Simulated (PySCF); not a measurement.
Predicted microwave data (PySCF 2.14.0, PBE0-D3(BJ)/def2-SVP geometry optimisation, gas phase) for one isomer of C3H7Al:

```
Rotational constants : A = 10246, B = 3601, C = 2710 MHz
Dipole components    : |μa| = 0.34 D, |μb| = 0.80 D, |μc| = 0.00 D
Inertial defect      : -3.14 u·Å²
κ                    : -0.76
```

Question: Which candidate fits, each taken in the one conformer that was computed?
A. `[CH2:1]=[CH:2][CH2:3][AlH2:4]` with C1–C2–C3–Al4 -5°, C2–C3–Al4–H -84° and 97°
B. `[AlH2:1][CH:2]1[CH2:3][CH2:4]1` with H–Al1–C2–C3 34° and -145°
C. `[CH2:1]=[CH:2][AlH:3][CH3:4]` with C1–C2–Al3–C4 0°
D. `C=[C](C)[AlH2]`

Answer: C. It is C=[CH][AlH][CH3], an asymmetric top, point group Cs. The candidates at the same level (rigid rotor, commonest isotopes):

```
          SMILES  A (MHz)  B (MHz)  C (MHz)  μa (D)  μb (D)  μc (D)  Δ (u·Å²)  point group                        rotor
  C=[C](C)[AlH2]     9068     4169     2907    0.84    0.08    0.00     -3.12           Cs               asymmetric top
  [AlH2][CH]1CC1    14917     3446     3325    0.87    0.00    0.36    -28.55           Cs  near-prolate asymmetric top
  C=C[CH2][AlH2]    10986     3772     2986    0.56    0.90    0.01    -10.74      near Cs               asymmetric top
C=[CH][AlH][CH3]    10246     3601     2710    0.34    0.80    0.00     -3.14           Cs               asymmetric top
```

`C=C[CH2][AlH2]` has C 10 % too high; `[AlH2][CH]1CC1` has A 46 % too high; `C=[C](C)[AlH2]` has B 16 % too high. In the right answer the mirror of this Cs structure is the ab plane, so μc vanishes by symmetry. No structure here is proved a minimum.
